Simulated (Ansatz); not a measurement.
`FC[CH2][GeH2][F]` + H₂ → `[CH3][GeH2][F]` + fluoromethane  (hydrogenolysis of a C–C bond)

Isolated molecules relaxed with PBE0-D4/def2-TZVP in Ansatz; ΔE leaves out vibrations. CBS: MP2 limit from def2 TZ/QZ plus the TZ coupled-cluster correction, frozen cores. This one scheme is used for every species. DFT in def2-TZVPP. For Ge outer-core shells are correlated without core-valence functions, which leaves a few kJ/mol of doubt a bond. Scalar relativity is left out up to krypton. One conformer a species, not always the lowest.

```csv
level,ΔE (kJ/mol)
PBE-D4,-50.0
ωB97M-V,-53.3
PBE,-55.4
PBE0,-59.0
SCS-MP2/def2-TZVPP,-55.6
HF/def2-QZVPP,-76.9
HF/CBS(def2),-77.0
CCSD/CBS(def2),-57.0
```

Question: What does CCSD(T)/CBS give? (An estimate is asked.)

Answer: Computed: -52.6 kJ/mol. The listed levels differ from it by 2.6, -0.7, -2.8, -6.4, -3.0, -24.3, -24.4, -4.4 kJ/mol.

Largest T1 diagnostic among the species: 0.011.

From PBE to PBE0 (25 % exact exchange), in def2-TZVPP and without D4, ΔE moves by −3.6 kJ/mol. The D4 term adds +8.6 kJ/mol with B3LYP and +4.8 kJ/mol with PBE0; it sums over pairs of atoms, weighted by their polarisabilities, and B3LYP, whose exchange is more repulsive, gets the larger term.

B3LYP here is the variant with VWN-RPA as its local correlation; programs differ in this.
